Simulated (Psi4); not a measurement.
Computed with Psi4 with SAPT0/jun-cc-pVDZ, frozen core.

Psi4 input:

```
molecule {
0 1
C 0.56245040 0.00000000 0.00000000
O -0.56245040 -0.00000000 -0.00000000
--
0 1
O -3.83899929 -0.66550152 0.39935789
C -3.25850467 -1.50492479 -0.14251591
S -2.47372741 -2.63975060 -0.87508122
units angstrom
symmetry c1
no_reorient
no_com
}
set basis jun-cc-pvdz
set scf_type df
set freeze_core true
energy('sapt0')
```

Part of the output:

```
    SAPT Results
  --------------------------------------------------------------------------------------------------------
    Electrostatics                 -1.90370487 [mEh]      -1.19459284 [kcal/mol]      -4.99817644 [kJ/mol]
      Elst10,r                     -1.90370487 [mEh]      -1.19459284 [kcal/mol]      -4.99817644 [kJ/mol]

    Exchange                        3.80495579 [mEh]       2.38764581 [kcal/mol]       9.98991006 [kJ/mol]
      Exch10                        3.80495579 [mEh]       2.38764581 [kcal/mol]       9.98991006 [kJ/mol]
      Exch10(S^2)                   3.79487915 [mEh]       2.38132262 [kcal/mol]       9.96345384 [kJ/mol]

    Induction                      -0.32325387 [mEh]      -0.20284487 [kcal/mol]      -0.84870293 [kJ/mol]
      Ind20,r                      -1.37454219 [mEh]      -0.86253825 [kcal/mol]      -3.60886003 [kJ/mol]
      Exch-Ind20,r                  1.31038283 [mEh]       0.82227764 [kcal/mol]       3.44040964 [kJ/mol]
      delta HF,r (2)               -0.25909451 [mEh]      -0.16258426 [kcal/mol]      -0.68025254 [kJ/mol]

    Dispersion                     -1.87012110 [mEh]      -1.17351871 [kcal/mol]      -4.91000226 [kJ/mol]
      Disp20                       -2.12353550 [mEh]      -1.33253864 [kcal/mol]      -5.57534168 [kJ/mol]
      Exch-Disp20                   0.25341440 [mEh]       0.15901994 [kcal/mol]       0.66533942 [kJ/mol]
      Disp20 (SS)                  -1.06176775 [mEh]      -0.66626932 [kcal/mol]      -2.78767084 [kJ/mol]
      Disp20 (OS)                  -1.06176775 [mEh]      -0.66626932 [kcal/mol]      -2.78767084 [kJ/mol]
      Exch-Disp20 (SS)              0.13112047 [mEh]       0.08227934 [kcal/mol]       0.34425675 [kJ/mol]
      Exch-Disp20 (OS)              0.12229393 [mEh]       0.07674060 [kcal/mol]       0.32108267 [kJ/mol]

  Total HF                          1.57799705 [mEh]       0.99020810 [kcal/mol]       4.14303069 [kJ/mol]
  Total SAPT0                      -0.29212404 [mEh]      -0.18331061 [kcal/mol]      -0.76697157 [kJ/mol]
```
